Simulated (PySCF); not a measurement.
Atom-mapped SMILES (the numbers label the heavy atoms): `[CH:1]#[C:2][C@@H:3]1[CH2:4][C:5]([F:6])=[C:7]([F:8])[S@:9]1=[O:10]`; H(Xn) means a hydrogen on atom n. Ha(C4) is cis to C2 on the ring; Hb(C4) is trans to C2 on the ring.

PySCF calculation with shielding tensors at B3LYP/pcSseg-1 (GIAO) and geometry from PBE0-D3(BJ)/def2-SVP; one computed conformer, isolated molecule, no relativistic terms.

Referencing at the same level of theory: 13C, 1H against TMS; 19F vs CFCl3; 33S against CS2; H2O for 17O.

```
 atoms  nucleus  count  δ (ppm)
    C7      13C      1    164.4
    C5      13C      1    159.4
    F6      19F      1   -125.1
    F8      19F      1        ?
Ha(C4)       1H      1     2.56
    C4      13C      1     34.6
Hb(C4)       1H      1        ?
    C2      13C      1     79.3
   O10      17O      1    141.1
 H(C1)       1H      1        ?
    C1      13C      1     80.4
    S9      33S      1        ?
 H(C3)       1H      1     3.21
    C3      13C      1     55.9
```

Question: Fill in the missing shifts.

Answer: 
- Hb(C4): 3.88 ppm, hydrogen on an allylic sp3 CH2
- H(C1): 2.32 ppm, hydrogen on a terminal alkyne carbon; it lies on the axis of the triple bond, in its shielding cone
- F8: -156.8 ppm, vinylic fluorine
- S9: 405 ppm, sulfoxide sulfur

Shifts are as computed. Against solution values, carbons near 30 ppm lie about +2 ppm off and those near 130 ppm about +6 ppm. Of 1211 compounds with measured shifts, 218 miss one by over three times the rms of a fit or turn the order of signals round; such compounds aren't used in these exercises. Unscaled 19F shifts against computed CFCl3 carry errors that often reach 10 to 50 ppm. Experimental scales use liquid or dissolved standards, which lie at an offset from isolated H2O (liquid H2O: subtract about 36 ppm).
